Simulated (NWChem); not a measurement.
System meant: C$_{3}$H$_{3}$Cl$_{2}$F; SMILES CC(F)=C(Cl)Cl

Here is an NWChem input.

```
start job
memory heap 200 mb stack 900 mb global 1100 mb
geometry units angstroms noautoz
  C     -1.193504     1.981376     0.000000
  C     -0.010166     1.091249     0.000000
  F      1.151776     1.741435     0.000000
  C      0.014551    -0.251669     0.000000
  Cl    -1.421294    -1.202459     0.000000
  Cl     1.495829    -1.119879     0.000000
  H     -1.170265     2.633223    -0.887990
  H     -1.170265     2.633223     0.887990
  H     -2.125956     1.407029     0.000000
end
basis spherical
  * library def2-svp
end
dft
  odft
  mult 2
  xc pbe0
  iterations 150
  mulliken
end
task dft energy
```

End of the output:

```
                                 NWChem DFT Module
                                 -----------------

 Summary of "ao basis" -> "ao basis" (spherical)
 ------------------------------------------------------------------------------
       Tag                 Description            Shells   Functions and Types
 ---------------- ------------------------------  ------  ---------------------
 C                          def2-svp                 6       14   3s2p1d
 F                          def2-svp                 6       14   3s2p1d
 Cl                         def2-svp                 8       18   4s3p1d
 H                          def2-svp                 3        5   2s1p

 Summary of "ao basis" -> "ao basis" (spherical)
 ------------------------------------------------------------------------------
       Tag                 Description            Shells   Functions and Types
 ---------------- ------------------------------  ------  ---------------------
 C                          def2-svp                 6       14   3s2p1d
 F                          def2-svp                 6       14   3s2p1d
 Cl                         def2-svp                 8       18   4s3p1d
 H                          def2-svp                 3        5   2s1p

      Symmetry analysis of basis
      --------------------------

        a'         75
        a"         32

  number of electrons :                   64
  multiplicity        :                    2
 ------------------------------------------------------------------------
  no. of electrons and multiplicity not compatible                  64
 ------------------------------------------------------------------------
 ------------------------------------------------------------------------
  current input line :
    24: task dft energy
 ------------------------------------------------------------------------
 ------------------------------------------------------------------------
 There is an error in the input file
 ------------------------------------------------------------------------
 For more information see the NWChem manual at https://nwchemgit.github.io

0: no. of electrons and multiplicity not compatible:Received an Error in Communication
```

Q: Can this run be used? If not, why, and what is the fix?

A: The program refused the input. Cause: the multiplicity doesn't fit the number of electrons (an even count wants an odd multiplicity, and the reverse). This input runs:
```
start job
memory heap 200 mb stack 900 mb global 1100 mb
geometry units angstroms noautoz
  C     -1.193504     1.981376     0.000000
  C     -0.010166     1.091249     0.000000
  F      1.151776     1.741435     0.000000
  C      0.014551    -0.251669     0.000000
  Cl    -1.421294    -1.202459     0.000000
  Cl     1.495829    -1.119879     0.000000
  H     -1.170265     2.633223    -0.887990
  H     -1.170265     2.633223     0.887990
  H     -2.125956     1.407029     0.000000
end
basis spherical
  * library def2-svp
end
dft
  xc pbe0
  iterations 150
  mulliken
end
task dft energy
```
It converges to -1135.35011 Ha (PBE0/def2-SVP).
